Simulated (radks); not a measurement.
The oxygen ion O+, [He] 2s2 2p3. All-electron calculation, non-relativistic Kohn-Sham, PBE, spin-polarised, spherical densities, point nucleus. Program: a radial shooting solver on a logarithmic mesh with Libxc functionals. Every spin shell is full or empty, so the densities are truly spherical. Functionals are evaluated on that one density, not self-consistently. Rank these exchange functionals by their error against the exact value of the orbitals, and give that value: LDA, PBE, PW86, WC, AM05, B86b, EV93, APBE, revTPSS, r2SCAN, MS2, Tao-Mo, TASK.

Answer. Exact: -7.88514 hartree. From best to worst, with 100 (|E| - |E exact|)/|E exact| (equal figures are ties): B86b -0.04, r2SCAN -0.06, revTPSS -0.08, Tao-Mo +0.25, MS2 +0.35, APBE +0.57, PW86 +0.60, PBE -0.78, WC -2.32, TASK -2.57, EV93 +2.85, AM05 -8.55, LDA -10.39.
